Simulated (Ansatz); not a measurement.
Geometry optimisation, RKS PBE0/def2-SVP (Ansatz 0.2.0).

Input:

```yaml
crystal:
  periodic: [false, false, false]
  atoms:
    - { symbol: Hf, position_ang: [0.0, 0.0, 0.0] }
    - { symbol: O, position_ang: [0.0, 0.0, 2.42] }
    - { symbol: H, position_ang: [-0.9095, -0.2814, 2.7571] }
    - { symbol: F, position_ang: [1.8671, 0.0, -0.6593] }
    - { symbol: F, position_ang: [-0.9326, 1.6157, -0.6593] }
    - { symbol: O, position_ang: [-0.975, -1.6891, -0.6893] }
    - { symbol: H, position_ang: [-1.4296, -2.1548, 0.0831] }
    - { symbol: Cl, position_ang: [1.4718, -2.235, 0.8892] }
    - { symbol: H, position_ang: [0.7582, -1.1514, 2.1491] }
basis:
  gaussian: { orbitals: def2-SVP }
hamiltonian:
  xc: pbe0
relax:
  f_tol: 0.15
  max_steps: 25
  restrain:
    - { distance: [0, 7], at: 3.72, k: 30.0 }
    - { distance: [8, 1], at: 2.21, k: 30.0 }
    - { distance: [0, 1], at: 2.07, k: 30.0 }
    - { distance: [8, 7], at: 1.37, k: 30.0 }
```

Launched with:

```bash
$ ansatz run input.yaml --threads 4 --pin off --max-ram 5120MiB --backend cpu --events-out ev --progress --plain --runs-dir out
```

**Question.** Where does it end, and by what steps?

**Answer.** The run converged. The restraints hold the end off the free minimum. After 14 steps the energy has fallen by 2.333 eV (the restraints' own energy left out); H7 moved furthest, 0.99 Å. Parted: Hf1–Cl8 (2.82 → 3.72 Å). Joined: Cl8–H9 (1.81 → 1.33 Å).

```csv
step,energy less start (eV),largest force component (eV/Å),accepted
0,0.0000,2.525,yes
1,-0.0539,4.663,yes
2,-0.5750,5.612,yes
3,-1.4985,3.806,yes
4,-2.0165,1.527,yes
5,-2.0810,1.431,yes
6,-2.1016,1.551,yes
7,-2.2642,1.508,yes
8,-2.3000,1.382,yes
9,-2.2879,1.331,no
10,-2.3139,1.411,yes
11,-2.3195,1.340,yes
12,-2.3309,1.410,yes
13,-2.3222,1.373,no
14,-2.3329,1.406,yes
```

```xyz
9
Properties=species:S:1:pos:R:3
Hf -0.193 0.057 0.046
O -0.078 0.047 2.067
H -0.496 0.457 2.828
F 1.553 0.284 -0.707
F -1.225 1.582 -0.464
O -1.105 -1.467 -0.656
H -1.387 -2.352 -0.887
Cl 1.658 -2.736 1.659
H 1.123 -1.768 2.406
```

Run time: 60 s on 4 threads of Intel(R) Xeon(R) Platinum 8259CL CPU @ 2.50GHz (Skylake/Cascade Lake), with other jobs on the host, peak memory 0.33 GiB.
